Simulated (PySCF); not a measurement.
Vertical excitations of a molecule CH5ClO2Si from TDA-B3LYP/def2-SVPD (PySCF), as energy in eV (oscillator strength): 7.48 (0.030), 7.61 (0.076), 7.74 (0.072), 8.31 (0.059), 8.48 (0.010), 8.54 (0.024), 8.63 (0.001), 8.69 (0.031), 8.72 (0.007), 8.80 (0.075). Lowest triplet (TDA): 7.28 eV. Geometry: B3LYP-D3(BJ)/def2-SVP. Other conformers were not sampled.

### Question
Which molecule gave these data?
A. OC[Si@@H](O)Cl
B. C[Si](O)(O)Cl
C. CO[Si@H](O)Cl

### Answer
B, C[Si](O)(O)Cl
